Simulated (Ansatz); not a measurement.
Cost and result up the ladder for HfZrO4 (6 atoms). Charge 0, multiplicity 1. Geometry: PBE0-D4/def2-SVP.

```csv
atom,x (Å),y (Å),z (Å)
Hf1,-0.801,0.260,-1.351
Zr2,0.477,0.687,1.320
O3,-1.295,0.203,0.563
O4,1.302,-0.680,2.037
O5,0.907,0.919,-0.606
O6,-0.590,-1.389,-1.963
```

Ansatz on 4 threads of Arm Neoverse V1 on a shared host. Times are rough, and most runs start from the orbitals of an earlier one. ωB97M-V/def2-TZVP serves as the yardstick here, not as an exact answer. Differences are given only for rows in sets of like size (and for xTB, whose basis is part of the method), since another set adds its own error. Binding counts from free atoms at the same level (Hf triplet, Zr triplet, O triplet; other spins of the atoms weren't run), without zero-point energy or a counterpoise term.

In the def2 sets Hf, Zr take a core potential; there is no spin–orbit coupling. Correlated methods freeze 4 core orbitals; core or outer-core shells of Hf, Zr are correlated, in sets that lack core-valence functions. The structure comes from a short search, and lower isomers may exist.

Correlated methods converge slowly with the basis.

| level | functions | wall time |
| --- | --- | --- |
| PBE0-D4/def2-SVP | 119 | 1.9 s |
| PBE0-D4/def2-TZVP | 204 | 3.9 s |
| PBE0-D4/def2-TZVPD | 243 | 4.7 s |
| B97M-V/def2-TZVP | 204 | 10 s |
| ωB97M-V/def2-TZVP (with forces) | 204 | 15 s |
| CCSD(T)/def2-TZVP | 204 | 4.2 min |

Estimate what each level gives for the binding energy per atom (eV).


| level | binding energy per atom (eV) | difference from ωB97M-V/def2-TZVP (eV) |
| --- | --- | --- |
| PBE0-D4/def2-SVP | 5.61 | – |
| PBE0-D4/def2-TZVP | 5.57 | 0.02 |
| PBE0-D4/def2-TZVPD | 5.58 | 0.03 |
| B97M-V/def2-TZVP | 5.61 | 0.06 |
| ωB97M-V/def2-TZVP (with forces) | 5.55 | 0.00 |
| CCSD(T)/def2-TZVP | 5.50 | -0.05 |
